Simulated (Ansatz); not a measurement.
Molecule: sum formula HSiOF2, charge 0, multiplicity 2. It need not be the lowest isomer of its formula. SMILES: O[Si](F)F
Geometry from a B3LYP-D3(BJ)/def2-TZVP (Ansatz, a first-principles code) optimisation:
```xyz
5

Si    -0.0649    -0.2381     0.2811
F     -0.6680     1.1889     0.6441
F     -0.8130    -0.7534    -1.0355
O      1.5216     0.0165    -0.0125
H      2.0649    -0.7184    -0.3126
```
Charge 0, spin multiplicity 2.

Property: atomisation energy (electronic, to ground-state atoms), in kcal/mol. Valence correlation only, unless marked. Open shells are spin-unrestricted. No spin-orbit coupling. No relativistic terms. The coupled-cluster limit lacks core correlation, which all-electron functionals hold. Basis-set limits of correlation are two-point, X^-3; Hartree-Fock from the larger set. The bracket is a focal-point correction in the basis named.

```tsv
level	program	atomisation energy (kcal/mol)	minus last row
PBE0-D3(BJ)/def2-TZVPD	Ansatz + dftd3	477.7	-12.4
LC-wPBE/def2-TZVPD	Ansatz	485.5	-4.6
MP2/STO-3G	Ansatz	299.6	-190.5
MP2/6-31G*	Ansatz	459.5	-30.6
RI-MP2/CBS(cc-pV(T+d)Z,cc-pV(Q+d)Z)	Ansatz	515.5	25.4
CCSD(T)/STO-3G	Ansatz	312.3	-177.8
RI-MP2/CBS(cc-pV(T+d)Z,cc-pV(Q+d)Z)+[CCSD(T)-MP2]/cc-pV(T+d)Z	Ansatz	490.1	0.0
```
